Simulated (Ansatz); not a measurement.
`OB1CC1Br` and `OB1CC1` differ in one atom or group.

Ansatz, PBE0-D4/def2-TZVP geometries, multiplicity 1. Each molecule was computed in one conformer, which needn't be the lowest.

Scalar relativity is left out up to krypton.

| property | `OB1CC1Br` |
| --- | --- |
| HOMO–LUMO gap (PBE/def2-TZVPP) / eV | 3.81 |
| HOMO–LUMO gap (ωB97M-V/def2-TZVPP) / eV | 10.37 |
| size of the dipole moment (PBE/def2-TZVPP) / D | 1.74 |
| HOMO energy (B3LYP/def2-TZVPP) / eV | -6.83 |
| HOMO energy (ωB97M-V/def2-TZVPP) / eV | -9.26 |
| size of the dipole moment (B3LYP/def2-TZVPP) / D | 1.78 |

(1) What does the change do to each property? (An estimate is asked.)

## Answers

(1) The calculation gave: 
```tsv
property	`OB1CC1`	shift
HOMO–LUMO gap (PBE/def2-TZVPP) / eV	4.84	1.03
HOMO–LUMO gap (ωB97M-V/def2-TZVPP) / eV	11.30	0.93
size of the dipole moment (PBE/def2-TZVPP) / D	1.41	-0.33
HOMO energy (B3LYP/def2-TZVPP) / eV	-6.84	-0.01
HOMO energy (ωB97M-V/def2-TZVPP) / eV	-9.34	-0.08
size of the dipole moment (B3LYP/def2-TZVPP) / D	1.44	-0.34
```

Dipoles are sizes alone; their direction can turn.

B3LYP here is the variant with VWN-RPA as its local correlation; programs differ in this.

Spin–orbit coupling is left out; it splits and shifts lone-pair levels of the heavy atoms by tenths of an eV.
